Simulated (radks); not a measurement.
Dynamic dipole polarisability and lines of the calcium ion Ca9+, [Ne] 3s1. All-electron calculation, scalar-relativistic Kohn-Sham, exchange-only LDA, spin-polarised, spherical densities, finite nucleus; open shells are filled with parallel spins first; Fermi nuclear charge, rms radius of each element as measured or else 0.836 A^(1/3) + 0.57 fm. Program: a radial shooting solver on a logarithmic mesh with Libxc functionals. Time-dependent linear response with the Hartree and adiabatic exchange-only LDA kernel, continuum included through the Sternheimer equations, no spin-orbit coupling, so fine structure and intercombination lines are absent. Lines are the poles of the dipole polarisability below minus the highest occupied eigenvalue, found on a grid refined at the orbital gaps; the lowest seven at most are given, and weak or close lines can be missed. The first line takes the name of the lowest orbital gap if no other gap lies below it; otherwise a line is named after a gap within 0.6 % of it, if that gap stands alone.

| photon energy (eV) | alpha (bohr^3) |
|---|---|
| 0 | 0.7227 |
| 9.910 | 0.8827 |
| 23.123 | -23.12 |
| 36.336 | -0.4064 |
| 49.549 | -0.1440 |
| 62.762 | -0.06150 |
| 75.975 | -0.02610 |
| 89.188 | 0.01001 |
| 102.40 | 0.06475 |
| 115.61 | -0.1018 |
| 128.83 | -0.01280 |
| 142.04 | 0.02419 |
| 155.25 | -0.004107 |
| 168.47 | -0.005244 |
| 181.68 | 0.1707 |
| 194.89 | 0.01272 |

Lines (eV, oscillator strength): 22.788 (54.41 nm, 3s-3p), f = 0.481; 110.59 (11.21 nm, unassigned), f = 0.164; 147.13 (8.427 nm, 3s-5p), f = 0.0515; 165.09 (7.510 nm, 3s-6p), f = 0.0237; 175.35 (7.071 nm, 3s-7p), f = 0.0131; 181.78 (6.821 nm, 3s-8p), f = 0.00808; 186.08 (6.663 nm, unassigned), f = 0.00536. Higher lines, where found, are left out when the end of the mesh affects them. Those listed give 97 % of the static polarisability (sum of f/w^2). Orbital energy gaps for comparison: 3s-3p 21.294 eV; 3s-4p 111.39 eV; 3s-5p 147.42 eV; 3s-6p 165.24 eV; 3s-7p 175.44 eV. At laser wavelengths: 1550 nm 0.7235, 1064 nm 0.7245, 780 nm 0.7260, 532 nm 0.7299, 355 nm 0.7392, 266 nm 0.7526, 193 nm 0.7819 bohr^3.
